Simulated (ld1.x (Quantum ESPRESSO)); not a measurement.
**Which change was made? (Ge, TM)**

* Element: Ge (Z = 32)
* Generator: ld1.x (Quantum ESPRESSO) 7.5
* Type: norm-conserving Troullier–Martins (Kleinman–Bylander form)
* Functional: PBEsol
* Relativity: scalar-relativistic
* Frozen core: [Ar] 3d10
* Valence charge: 4
* Reference configuration: 4s2 4p2
* Partial waves: 4p (bound): rc 2.20 bohr; 4d channel at 0.35 Ry: rc 2.20 bohr; 4s (bound): rc 1.35 bohr
* Local potential: the s channel
* Core correction: a·sin(br)/r model core inside 0.90 bohr

Cutoffs, loose and tight: the cutoffs (Ry, on a coarse ladder) from which the occupation-weighted sum of valence levels, in a spherical-Bessel basis at the reference potential, stays within 10 and 1 mRy of its value at 400 Ry. They do not see the model core or the augmentation charge, which bear on the density cutoff. Test errors are all-electron minus pseudo excitation energies from the reference, over the configurations 4s2 4p1; 4s2 4p0; 4s1 4p0; 4s2 4p1.5; 4s1 4p2; 4s2 4p2.3; 4s1 4p3; variants that change the core or the reference have their own tests.

The base gives: outcome: generated; cutoff, loose: 40 Ry; cutoff, tight: 90 Ry; bound ghosts: d; largest test error (meV): -273.

Problem. After one change the result is: outcome: generated; cutoff, loose: 180 Ry; cutoff, tight: 300 Ry; bound ghosts: p, d; largest test error (meV): -159. Which change was it?
A. all radii but the core radius scaled by about 1.15 (s 1.56, p 2.54, d 2.54 bohr)
B. all radii but the core radius scaled by about 1.05 (s 1.42, p 2.32, d 2.32 bohr)
C. all radii but the core radius scaled by about 0.79 (s 1.08, p 1.74, d 1.74 bohr)
D. all radii but the core radius scaled by about 0.88 (s 1.18, p 1.94, d 1.94 bohr)
E. all radii but the core radius scaled by about 1.26 (s 1.70, p 2.78, d 2.78 bohr)

Solution. C. The others give: all radii but the core radius scaled by about 0.88 (s 1.18, p 1.94, d 1.94 bohr) → outcome: generated; cutoff, loose: 60 Ry; cutoff, tight: 230 Ry; bound ghosts: p, d; largest test error (meV): -232 | all radii but the core radius scaled by about 1.05 (s 1.42, p 2.32, d 2.32 bohr) → outcome: generated; cutoff, loose: 35 Ry; cutoff, tight: 70 Ry; bound ghosts: none; largest test error (meV): -282 | all radii but the core radius scaled by about 1.26 (s 1.70, p 2.78, d 2.78 bohr) → outcome: generated; cutoff, loose: 25 Ry; cutoff, tight: 40 Ry; bound ghosts: p; largest test error (meV): -329 | all radii but the core radius scaled by about 1.15 (s 1.56, p 2.54, d 2.54 bohr) → outcome: generated; cutoff, loose: 30 Ry; cutoff, tight: 40 Ry; bound ghosts: none; largest test error (meV): -302.
